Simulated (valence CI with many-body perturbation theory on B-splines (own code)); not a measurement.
**Sb XXXIX: key properties**

Calculated by configuration interaction combined with many-body perturbation theory (CI+MBPT): three valence electrons over a frozen Dirac-Fock core [Ne], radial functions for each j: 11 s, 11 p, 9 d, 7 f, 5 g, 2 h, 1 i, with the one-electron correlation potential Σ1 (screened to all orders), the two-electron term Σ2, the three-electron term Σ3, Breit, model QED; selected single and double excitations, second order for the rest (own B-spline code, finite nucleus).

No measured spectrum was set against this ion. As an estimate, large intervals hold to a few tenths of a per cent, small ones and those within an open d or f shell to about a per cent.

Levels are named by their leading jj configuration (3d3/2^4 stands for four electrons in 3d with j = 3/2), which in mixed levels can hold well under half, so a name can repeat and another be missing.

Rates and lifetimes use the calculated energies. Strong lines usually hold to 10 to 20 %, long lifetimes can be off by a factor of two.

(1) What is the ground level?

(2) Name the longest-lived excited levels whose lifetime is computed, and their main decay.

(3) What are the static dipole polarisabilities of the lowest levels?

(4) Among levels below 38.372 Ry, which E1 lines absorb most strongly from the ground level?

(5) What is the ionisation energy?

(6) Where does the other parity begin?

(7) How well does LS coupling describe the low levels?

## Answers

(1) (3s^2 3p1/2) J=1/2, composition 99 % 3s2 3p 2P°, g = 0.658.

(2) (3s 3p3/2 3d5/2) J=9/2 at 25.578 Ry lives 1.10 μs, mostly by M1 to (3s 3p1/2 3d5/2) J=7/2; (3s^2 3p3/2) J=3/2 at 4.644 Ry lives 841 ns, mostly by M1 to (3s^2 3p1/2) J=1/2.

(3) (3s^2 3p1/2) J=1/2 0.0165 bohr³, of which the core gives 0.000244.

(4) to (3s^2 3d3/2) J=3/2 at 5.989 nm, f = 0.352; to (3s 3p1/2 3p3/2) J=1/2 at 7.162 nm, f = 0.187; to (3s 3p1/2 3p3/2) J=3/2 at 7.523 nm, f = 0.106.

(5) 2655 eV; NIST lists 2654 ± 4 eV (theoretical).

(6) At (3s 3p1/2^2) J=1/2, 6.798 Ry.

(7) Among the lowest 20 levels the leading LS term, summed over configurations, holds 69 % on average. For single configurations the figures are 64 % in LS and 85 % in jj coupling. Terms mix most in the J = 5/2 level at 21.757 Ry, where the leading one holds 30 %.
